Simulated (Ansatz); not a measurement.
`[F][GeH2][SiH3]` + `O[SiH3]` → `[F][GeH2][O][SiH3]` + SiH₄ at 298.15 K and 1 bar (cleavage of the Ge–Si bond).

Calculated with Ansatz (gas phase, PBE0-D4/def2-TZVP geometries, no zero-point term in ΔE). CBS: MP2 limit from def2 TZ/QZ plus the TZ coupled-cluster correction, frozen cores. This one scheme is used for every species. For Ge outer-core shells are correlated without core-valence functions, which leaves a few kJ/mol of doubt a bond. Scalar relativity is left out up to krypton. One conformer a species, not always the lowest.

```
             species  CCSD(T)/CBS energy (Eh)  H − E (kJ/mol)  S (J/(mol·K))
   `[F][GeH2][SiH3]`              -2468.01111           130.1          325.9
           `O[SiH3]`               -366.69042           113.6          257.8
`[F][GeH2][O][SiH3]`              -2543.25592           146.5          360.2
                SiH₄               -291.46306            92.1          204.8
```

H − E and S are ideal-gas, rigid-rotor, harmonic terms from PBE0-D4/def2-TZVP, for one conformer and one mirror image of each species. 1 Eh = 2625.50 kJ/mol, R = 8.31446 J/(mol·K).

Problem. By hand: ΔE, ΔH, ΔS and ΔG.

Solution. ΔE = (-2543.25592) + (-291.46306) − (-2468.01111) − (-366.69042) = -0.01745 Eh = -45.8 kJ/mol. Δ(H − E) = 146.5 + 92.1 − 130.1 − 113.6 = -5.1, so ΔH = -50.9 kJ/mol. ΔS = 360.2 + 204.8 − 325.9 − 257.8 = -18.7 J/(mol·K). ΔG = -50.9 − 298.15 × (-18.7)/1000 = -45.3 kJ/mol.

Problem. By hand: the equilibrium constant, and the temperature at which ΔG would vanish if ΔH and ΔS stayed fixed.

Solution. log₁₀ K = −ΔG/(RT ln 10) = 7.9. ΔG = 0 at ΔH/ΔS = 2722 K, far beyond where these terms or the molecules hold.

ΔH outweighs TΔS. A doubt of 5 kJ/mol in ΔE shifts log₁₀ K by 0.9 here. Other conformers and mirror images would add mixing entropy, several J/(mol·K) or more a flexible species. Modes under 60 cm⁻¹, often nearly free rotors, make the harmonic entropy too high. These are equilibria of isolated gas molecules and say nothing of rates. Largest T1 diagnostic: 0.012 (customary marks: 0.02 for closed shells, 0.045 for open ones).
